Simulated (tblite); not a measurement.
A geometry optimisation, step by step.

C₆H₁₃NSi.
SMILES with atom numbers: `[CH2:1]=[C:2]([SiH3:3])/[CH:4]=[N:5]\[CH:6]([CH3:7])[CH3:8]` (hydrogens: H9, H10 on C1; H11, H12, H13 on Si3; H14 on C4; H15 on C6; H16, H17, H18 on C7; H19, H20, H21 on C8)

Computed with GFN2-xTB (tblite), gas phase: L-BFGS steps from a force-field or distance-geometry start until the largest atomic force falls under 0.01 eV/Å. 5 of its 186 geometries are shown.

Step 0: E = -653.9794 eV, largest atomic force 3.497 eV/Å
```
atom  x, y, z in Å  |  force x, y, z in eV/Å
C1      1.273    1.422   -0.147   -0.088   3.486  -0.264
C2      1.566    0.173   -0.032    2.448  -1.964   0.205
Si3     3.436   -0.154    0.121    0.054  -0.286   0.208
C4      0.771   -1.001    0.013   -0.327  -1.931   0.301
N5     -0.475   -1.173   -0.050    0.390   0.127   0.077
C6     -1.416   -0.121   -0.224   -1.649  -0.980  -0.819
C7     -1.816    0.598    1.041   -0.033   1.616   1.039
C8     -2.699   -0.878   -0.634   -0.269  -0.948   0.247
H9      0.320    1.894   -0.242   -0.467  -0.028   0.031
H10     2.111    2.151   -0.152   -0.721  -0.338  -0.031
H11     3.834   -0.153    1.529   -0.016   0.048   0.063
H12     3.751   -1.474   -0.411    0.068  -0.039  -0.138
H13     4.080    0.944   -0.576    0.233   0.063  -0.129
H14     1.343   -1.976    0.146   -0.577   1.106  -0.135
H15    -1.267    0.562   -1.078    0.873  -0.008   0.404
H16    -1.049    0.548    1.855   -0.593   0.172  -0.779
H17    -2.023    1.662    0.755    0.303  -0.694   0.642
H18    -2.783    0.200    1.429    1.011   0.391   0.066
H19    -3.291   -0.268   -1.315   -0.091  -0.418   0.023
H20    -3.242   -1.054    0.310   -0.234  -0.306  -0.887
H21    -2.435   -1.885   -1.031   -0.316   0.931  -0.124
```

Step 46: E = -654.8504 eV, largest atomic force 0.132 eV/Å
```
atom  x, y, z in Å  |  force x, y, z in eV/Å
C1      1.242    1.449   -0.161    0.022   0.033  -0.035
C2      1.618    0.184    0.043    0.009  -0.022   0.015
Si3     3.469   -0.224    0.077    0.010  -0.034  -0.003
C4      0.739   -0.963    0.314   -0.008  -0.034  -0.017
N5     -0.499   -1.173    0.189   -0.040   0.043  -0.011
C6     -1.462   -0.184   -0.209    0.019   0.061   0.013
C7     -1.825    0.673    1.012   -0.006   0.040  -0.032
C8     -2.715   -0.885   -0.736    0.050   0.019   0.006
H9      0.234    1.825   -0.128    0.004  -0.025   0.019
H10     1.991    2.198   -0.369   -0.004   0.046  -0.018
H11     3.868   -0.333    1.483    0.029   0.004   0.008
H12     3.704   -1.503   -0.591    0.015  -0.009  -0.037
H13     4.202    0.857   -0.584    0.011  -0.021   0.011
H14     1.292   -1.841    0.651   -0.017  -0.001   0.021
H15    -1.062    0.466   -1.005   -0.022  -0.025   0.010
H16    -0.930    1.038    1.514   -0.052  -0.026   0.007
H17    -2.420    1.524    0.687   -0.077  -0.015   0.106
H18    -2.390    0.074    1.723   -0.012   0.051  -0.039
H19    -3.487   -0.153   -0.959    0.002   0.025   0.017
H20    -3.092   -1.583    0.005    0.034  -0.019   0.003
H21    -2.486   -1.429   -1.646    0.033  -0.088  -0.042
```

Step 92: E = -654.9579 eV, largest atomic force 0.128 eV/Å
```
atom  x, y, z in Å  |  force x, y, z in eV/Å
C1      1.409    1.598    0.004    0.029  -0.024   0.035
C2      1.663    0.298    0.154    0.005   0.067  -0.040
Si3     3.325   -0.483   -0.343   -0.065   0.002   0.021
C4      0.747   -0.663    0.795    0.082   0.079   0.021
N5     -0.493   -0.850    0.713    0.082   0.043  -0.074
C6     -1.411   -0.047   -0.043   -0.070   0.007   0.047
C7     -2.261    0.693    0.994    0.050   0.070   0.077
C8     -2.292   -0.995   -0.854   -0.049  -0.041  -0.005
H9      0.509    2.086    0.355    0.045  -0.109   0.049
H10     2.133    2.260   -0.449   -0.029  -0.054  -0.026
H11     3.882   -1.042    0.894    0.025  -0.022  -0.072
H12     3.091   -1.528   -1.342   -0.036  -0.046   0.043
H13     4.258    0.485   -0.917   -0.068   0.098   0.044
H14     1.264   -1.379    1.434    0.006  -0.035   0.000
H15    -0.925    0.682   -0.716   -0.010  -0.115   0.010
H16    -1.662    1.458    1.484   -0.051   0.038   0.025
H17    -3.129    1.156    0.533    0.009   0.036  -0.048
H18    -2.594   -0.011    1.755   -0.010   0.019  -0.073
H19    -3.053   -0.443   -1.400    0.007   0.038   0.013
H20    -2.775   -1.694   -0.178   -0.027  -0.033   0.004
H21    -1.697   -1.561   -1.564    0.075  -0.018  -0.049
```

Step 139: E = -655.0385 eV, largest atomic force 0.054 eV/Å
```
atom  x, y, z in Å  |  force x, y, z in eV/Å
C1      1.495    1.645    0.366    0.009   0.001   0.021
C2      1.643    0.324    0.345    0.005   0.003   0.014
Si3     2.977   -0.548   -0.676   -0.027  -0.010   0.046
C4      0.758   -0.562    1.122    0.017  -0.009  -0.016
N5     -0.482   -0.743    1.021    0.012   0.015  -0.010
C6     -1.290   -0.055    0.048    0.008  -0.013  -0.005
C7     -2.342    0.768    0.792    0.018  -0.040  -0.010
C8     -1.963   -1.121   -0.818    0.027   0.007  -0.010
H9      0.737    2.129    0.966    0.029  -0.003   0.002
H10     2.145    2.300   -0.192   -0.009  -0.001  -0.005
H11     3.776   -1.403    0.205   -0.012   0.015   0.009
H12     2.325   -1.377   -1.692   -0.007   0.003  -0.017
H13     3.813    0.478   -1.294    0.018   0.003  -0.025
H14     1.265   -1.178    1.863   -0.002   0.020   0.001
H15    -0.694    0.614   -0.597   -0.024  -0.017  -0.006
H16    -1.872    1.550    1.383    0.016   0.016  -0.004
H17    -3.025    1.223    0.080   -0.020   0.026   0.015
H18    -2.901    0.121    1.463   -0.019  -0.007   0.000
H19    -2.633   -0.650   -1.534   -0.005  -0.032   0.012
H20    -2.526   -1.801   -0.184   -0.021   0.007  -0.016
H21    -1.214   -1.695   -1.360   -0.013   0.017   0.004
```

Step 185: E = -655.0460 eV, largest atomic force 0.009 eV/Å
```
atom  x, y, z in Å  |  force x, y, z in eV/Å
C1      1.682    1.712    0.612    0.001  -0.002  -0.002
C2      1.643    0.398    0.436   -0.008   0.003  -0.002
Si3     2.710   -0.527   -0.824   -0.004   0.002   0.003
C4      0.753   -0.467    1.235   -0.002   0.001  -0.002
N5     -0.470   -0.707    1.083    0.001  -0.002   0.000
C6     -1.240   -0.098    0.029    0.002   0.001   0.001
C7     -2.341    0.746    0.672    0.002   0.003   0.004
C8     -1.852   -1.220   -0.809    0.001  -0.002   0.000
H9      1.063    2.212    1.343   -0.002   0.000   0.000
H10     2.342    2.345    0.042    0.002  -0.003  -0.004
H11     3.535   -1.502   -0.107   -0.002  -0.004   0.000
H12     1.828   -1.225   -1.763    0.000   0.001  -0.001
H13     3.548    0.441   -1.530   -0.005   0.003   0.006
H14     1.245   -0.999    2.048   -0.003  -0.002   0.002
H15    -0.621    0.546   -0.621   -0.001   0.004  -0.002
H16    -1.907    1.552    1.259    0.005   0.003  -0.001
H17    -2.981    1.175   -0.096    0.003   0.000   0.003
H18    -2.941    0.123    1.330    0.003   0.002   0.003
H19    -2.490   -0.804   -1.584   -0.002  -0.002  -0.007
H20    -2.444   -1.870   -0.170    0.002  -0.005   0.002
H21    -1.070   -1.814   -1.276    0.007  -0.003  -0.004
```

**Question.** Summarise the path.

**Answer.** The energy falls by 102.91 kJ/mol from step 0 to step 185; nine tenths of that is first reached at step 90. It falls at every step. The largest force goes from 3.497 to 0.009 eV/Å. Among the bonds C2–C4 changes most, from 1.419 to 1.476 Å; the atoms move by 1.307 Å rms after alignment.

**Question.** Follow the three bonds and two angles with the largest change from start to end.

**Answer.** 
| step | E above end (kJ/mol) | largest force (eV/Å) | C2–C4 (Å) | C4–H14 (Å) | C1=C2 (Å) | C1–C2–C4 (°) | C1–C2–Si3 (°) |
| --- | --- | --- | --- | --- | --- | --- | --- |
| 0 | 102.91 | 3.497 | 1.419 | 1.138 | 1.288 | 132.7 | 113.4 |
| 8 | 38.33 | 0.307 | 1.468 | 1.084 | 1.339 | 126.8 | 117.2 |
| 16 | 32.34 | 0.141 | 1.473 | 1.089 | 1.336 | 125.6 | 118.4 |
| 24 | 28.59 | 0.184 | 1.474 | 1.092 | 1.338 | 124.3 | 120.3 |
| 32 | 24.29 | 0.260 | 1.472 | 1.091 | 1.339 | 124.3 | 120.9 |
| 40 | 19.93 | 0.120 | 1.474 | 1.090 | 1.339 | 127.3 | 119.1 |
| 48 | 18.48 | 0.110 | 1.472 | 1.091 | 1.337 | 126.5 | 118.7 |
| 56 | 16.84 | 0.095 | 1.471 | 1.090 | 1.335 | 125.1 | 118.6 |
| 64 | 16.09 | 0.069 | 1.470 | 1.090 | 1.336 | 124.9 | 119.5 |
| 72 | 14.99 | 0.093 | 1.472 | 1.092 | 1.336 | 125.3 | 120.4 |
| 80 | 13.52 | 0.129 | 1.468 | 1.093 | 1.333 | 125.0 | 122.2 |
| 88 | 10.92 | 0.143 | 1.472 | 1.092 | 1.332 | 124.7 | 122.3 |
| 97 | 5.85 | 0.229 | 1.468 | 1.092 | 1.328 | 124.5 | 123.0 |
| 105 | 3.90 | 0.087 | 1.470 | 1.090 | 1.329 | 123.6 | 123.2 |
| 113 | 2.43 | 0.109 | 1.471 | 1.089 | 1.330 | 122.7 | 122.3 |
| 121 | 1.64 | 0.068 | 1.472 | 1.090 | 1.329 | 122.3 | 122.2 |
| 129 | 1.12 | 0.067 | 1.471 | 1.089 | 1.329 | 121.6 | 123.1 |
| 137 | 0.80 | 0.048 | 1.472 | 1.089 | 1.329 | 121.4 | 123.0 |
| 145 | 0.50 | 0.053 | 1.472 | 1.089 | 1.328 | 121.7 | 123.3 |
| 153 | 0.33 | 0.032 | 1.473 | 1.089 | 1.328 | 122.0 | 123.7 |
| 161 | 0.23 | 0.020 | 1.475 | 1.089 | 1.328 | 122.0 | 123.5 |
| 169 | 0.16 | 0.022 | 1.474 | 1.089 | 1.328 | 121.8 | 123.4 |
| 177 | 0.10 | 0.022 | 1.475 | 1.089 | 1.327 | 122.0 | 123.6 |
| 185 | 0.00 | 0.009 | 1.476 | 1.089 | 1.327 | 121.7 | 123.8 |

The cost below is that of the whole relaxation. On one thread of an Intel Xeon at 2.50 GHz, shared host, this took 4.5 s.
